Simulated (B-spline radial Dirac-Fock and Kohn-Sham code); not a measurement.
## Auger decay of the 4p1/2 hole in Eu⁴⁺

System: the Eu⁴⁺ ion, [Xe] 4f5.

These are calculated numbers from a B-spline atomic structure program; the model is independent-particle radiative and Coulomb Auger rates from relativistic LDA hole-state orbitals, with Dirac-Fock energies. Kinetic energies are configuration averages from the vacuum level; the two-hole energies are estimated from single-hole states.

```
transition  kinetic energy (eV)  width (meV)  share (%)
   N2-N4O1                36.67          601        9.8
   N2-N5O1                41.97         93.7        1.5
   N2-N4O2                62.29          431        7.0
   N2-N4O3                67.38          822       13.4
   N2-N5O2                67.41          389        6.4
   N2-N4N7                70.52         1980       32.4
   N2-N4N6                70.75          937       15.3
   N2-N5O3                72.74         96.0        1.6
   N2-N5N6                75.20          247        4.0
   N2-N7O2                207.6          146        2.4
```

Coster-Kronig rates are the weakest part of this model and often come out 1.5 to 2.5 times too large. Super-Coster-Kronig decay this fast strains the one-particle picture, and such widths tend to come out too large. The listed channels hold 94 % of the non-radiative rate. Summed by principal shells, of 6.13 eV in all: NNN 53.6 %, NNO 44.8 %, NOO 1.6 %.
